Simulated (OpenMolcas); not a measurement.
Levels of Ti III by method

```json
{"Program": "OpenMolcas 26.06", "Basis": "ANO-R1 [5s4p3d1f]", "Scalar Hamiltonian": "X2C, finite nucleus", "Active space": "2 electrons in 5 orbitals (3d)", "State averaging": "2S+1 = 3 even, 10 roots; 2S+1 = 1 even, 15 roots", "Spin-orbit coupling": "state interaction with AMFI integrals over the reference wave functions, term energies averaged over their components"}
```

Methods on the same reference wave functions:
A. CASSCF
B. SS-CASPT2, IPEA 0.25 Eh, imaginary shift 0.1 Eh (closed shells correlated: 3s 3p)

Energies in cm-1 above 3d2 3F2, the measured ground level; measured values from Corliss and Sugar, J. Phys. Chem. Ref. Data 8, 1 (1979).

| Level | A | B | Measured |
| --- | --- | --- | --- |
| 3d2 3F2 | 0.0 | 0.0 | 0.0 |
| 3d2 3F3 | 190 | 191 | 185 |
| 3d2 3F4 | 437 | 438 | 420 |
| 3d2 1D2 | 11263 | 8150 | 8474 |
| 3d2 3P0 | 13475 | 11160 | 10538 |
| 3d2 3P1 | 13540 | 11230 | 10604 |
| 3d2 3P2 | 13677 | 11360 | 10721 |
| 3d2 1G4 | 17365 | 15140 | 14398 |
| 3d2 1S0 | 42143 | 32680 | 32476 |

Deviations, from unrounded energies. A percentage is the sum of absolute deviations over the sum of measured energies, with the sign that they share, or ± where signs differ.

```json
{"Against measurement": "mean absolute deviation (cm-1)", "Levels": "8", "A": "3000", "B": "400"}
{"Against measurement": "fine structure of the ground term (%)", "Levels": "2", "A": "+3.5", "B": "+3.9"}
{"Against measurement": "other terms of the ground configuration (%)", "Levels": "6", "A": "+27.8", "B": "±3.6"}
```

B lies closest to measurement on these levels. The largest miss of B in the table is 3d2 1G4, by +750 cm-1. The ranking rests on the paired levels alone, and a cruder setting can come out closer through cancelling errors.

From A to B the spin-free energies of the other terms of 3d2 shown, above 3F, scale by factors of 0.72 to 0.87, as is usual when dynamic correlation screens the repulsion within a d or f shell.

The lowest spin-free term lies below A's lowest term by 0.237 hartree in B.

CASPT2 does not keep the components of a term degenerate, so their means are used; among the terms shown or strongly mixed into the levels shown the widest spread is 560 cm-1 (3d2 3F, B). Without dynamic correlation excited terms often stand tens of per cent too high (terms of higher spin than the ground term too low), and those without a measured partner can miss by more than the paired ones (holds for A). Measured partners are found by configuration, term and J. A level has none where our copy of the source lacks it or the pairing is in doubt (some pairs that miss far off the trend of their configuration count as doubtful), and it then counts in no deviation. Levels of configurations outside the active space are missing.
